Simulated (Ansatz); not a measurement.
Cartesian coordinates in Å:
```
C -0.401 1.394 0.354
B 0.116 -0.067 0.123
C -0.805 -1.087 -0.628
Zn 2.079 -0.597 0.653
H -0.006 1.895 1.241
H -0.007 1.974 -0.497
H -1.491 1.503 0.330
H -0.479 -1.051 -1.681
H -1.871 -0.837 -0.619
H -0.675 -2.132 -0.333
H 3.540 -0.994 1.056
```

The species carries charge 0 and has multiplicity 1.

Problem. List the ωB97M-V/def2-TZVPP orbital energies in eV (Ansatz). (Estimate.)

Solution. Computed: Occupied: -9464.84, -1156.11, -1016.55, -1016.54, -1016.47, -280.62, -280.61, -187.63, -135.89, -91.26, -91.25, -91.08, -22.66, -21.67, -16.82, -16.53, -16.53, -16.43, -16.42, -14.76, -14.23, -13.80, -13.29, -13.12, -11.19, -11.16, -8.49. Lowest empty: 0.19, 0.93, 1.93, 2.17, 2.90, 3.13, 3.81, 4.19.
